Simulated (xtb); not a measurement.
hydrogen cyanide (CHN), singlet, at a GFN2-xTB geometry; GFN1-xTB (xtb 6.7.1).

Input for xtb:
```
$ xtb mol.xyz --gfn 1 --ohess --json

# file mol.xyz
3

C     -0.00000000    -0.00000000    -0.49321914
N      0.00000000     0.00000000     0.64442884
H     -0.00000000    -0.00000000    -1.55168705
```

What the program printed (banner, timings and long lists left out):

```
   ID    Z sym.   atoms
    1    6 C      1
    2    7 N      2
    3    1 H      3

           -------------------------------------------------
          |                Calculation Setup                |
           -------------------------------------------------

           -------------------------------------------------
          |                 G F N 1 - x T B                 |
           -------------------------------------------------

          ...................................................
          :                      SETUP                      :
          :.................................................:
          :  # basis functions                  10          :
          :  # atomic orbitals                  10          :
          :  # shells                            6          :
          :  # electrons                        10          :
          :  # halogen bonds                     0          :
          :  max. iterations                   250          :
          :  Hamiltonian                  GFN1-xTB          :
          :  restarted?                      false          :
          :  GBSA solvation                  false          :
          :  PC potential                    false          :
          :  electronic temp.          300.0000000     K    :
          :  accuracy                    1.0000000          :
          :  -> integral cutoff          0.2500000E+02      :
          :  -> integral neglect         0.1000000E-07      :
          :  -> SCF convergence          0.1000000E-05 Eh   :
          :  -> wf. convergence          0.2000000E-04 e    :
          :  Broyden damping             0.4000000          :
          :  net charge                          0          :
          :  unpaired electrons                  0          :
          ...................................................

 iter      E             dE          RMSdq      gap      omega  full diag
   1     -5.9051316 -0.590513E+01  0.795E+00    7.22       0.0  T
   2     -5.9070406 -0.190896E-02  0.464E+00    7.23       1.0  T
   3     -5.9065949  0.445671E-03  0.751E-01    7.12       1.0  T
   4     -5.9073640 -0.769052E-03  0.163E-01    7.18       1.0  T
   5     -5.9073954 -0.314415E-04  0.308E-03    7.19      18.7  T
   6     -5.9073954 -0.191467E-07  0.239E-04    7.19     242.0  T
   7     -5.9073954 -0.343379E-10  0.364E-05    7.19    1584.6  T
   8     -5.9073954 -0.377831E-11  0.146E-07    7.19  100000.0  T

[...]
         :: total energy              -5.782633811370 Eh    ::
 * total energy  :    -5.7826338 Eh     change        0.1776357E-14 Eh
 * total energy  :    -5.7827465 Eh     change       -0.1127087E-03 Eh
 * total energy  :    -5.7827539 Eh     change       -0.7417760E-05 Eh
 * total energy  :    -5.7827540 Eh     change       -0.5896434E-07 Eh
   *** GEOMETRY OPTIMIZATION CONVERGED AFTER 4 ITERATIONS ***
         :: total energy              -5.782753996795 Eh    ::
[...]
          :  rotational number                       1      :
          :  scaling factor                  1.0000000      :
          :  rotor cutoff                   50.0000000 cm⁻¹ :
          :  imag. cutoff                  -20.0000000 cm⁻¹ :
          :.................................................:

    mode    ω/cm⁻¹     T·S(HO)/kcal·mol⁻¹    T·S(FR)/kcal·mol⁻¹   T·S(vib)
   ------------------------------------------------------------------------
   ------------------------------------------------------------------------

   temp. (K)  partition function   enthalpy   heat capacity  entropy
                                   cal/mol     cal/K/mol   cal/K/mol   J/K/mol
 298.15  VIB   1.05                  109.770      1.406      0.466
         ROT   138.                  592.502      1.987     11.774
         INT   145.                  702.272      3.393     12.240
         TR   0.136E+27             1481.254      4.968     35.802
         TOT                        2183.5257     8.3611    48.0419   201.0073

       T/K    H(0)-H(T)+PV         H(T)/Eh          T*S/Eh         G(T)/Eh
   ------------------------------------------------------------------------
    298.15    0.347967E-02    0.196717E-01    0.228263E-01   -0.315451E-02
   ------------------------------------------------------------------------

         :::::::::::::::::::::::::::::::::::::::::::::::::::::
         ::                  THERMODYNAMIC                  ::
         :::::::::::::::::::::::::::::::::::::::::::::::::::::
         :: total free energy          -5.785908508006 Eh   ::
         ::.................................................::
         :: total energy               -5.782753996795 Eh   ::
         :: zero point energy           0.016192073876 Eh   ::
         :: G(RRHO) w/o ZPVE           -0.019346585087 Eh   ::
         :: G(RRHO) contrib.           -0.003154511211 Eh   ::
         :::::::::::::::::::::::::::::::::::::::::::::::::::::

optimized geometry written to: xtbopt.xyz

           -------------------------------------------------
          | TOTAL ENERGY               -5.782753996795 Eh   |
          | TOTAL ENTHALPY             -5.763082253158 Eh   |
          | TOTAL FREE ENERGY          -5.785908508006 Eh   |
          | GRADIENT NORM               0.000223034220 Eh/α |
          | HOMO-LUMO GAP               7.125705907704 eV   |
           -------------------------------------------------

normal termination of xtb
```
